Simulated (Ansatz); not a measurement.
Computed with Ansatz on PBE0-D4/def2-TZVP structures; ΔE is electronic, products minus reactants. CCSD(T)/CBS is the MP2 limit (def2-TZVPP, def2-QZVPP) plus CCSD(T) − MP2 in def2-TZVPP, frozen cores. This one scheme is used for every species. DFT in def2-TZVPP.

`[SiH3][SiH]1B[SiH2]1` + CH₄ → `C[SiH]1B[SiH2]1` + SiH₄  (formal exchange of groups at the Si–Si bond)

| species | r2SCANh-D4 energy (Eh) |
| --- | --- |
| `[SiH3][SiH]1B[SiH2]1` | -897.38708 |
| CH₄ | -40.50000 |
| `C[SiH]1B[SiH2]1` | -646.02322 |
| SiH₄ | -291.85342 |

(1) Work out ΔE.

Largest T1 diagnostic among the species: 0.016.

Answers

(1) ΔE = (-646.02322) + (-291.85342) − (-897.38708) − (-40.50000) = 0.01044 Eh = +27.4 kJ/mol. CCSD(T)/CBS gives +24.5 kJ/mol.

In def2-TZVPP, CCSD(T) changes the Hartree–Fock value by +10.1 kJ/mol (the triples alone add +2.1 kJ/mol) and MP2 by +6.0 kJ/mol. Leaving LDA and LC-ωPBE aside and taking each functional with its dispersion term where it has one, the values, not all of them listed here, spread over 15.9 kJ/mol, from ωB97M-V to PBE-D4.
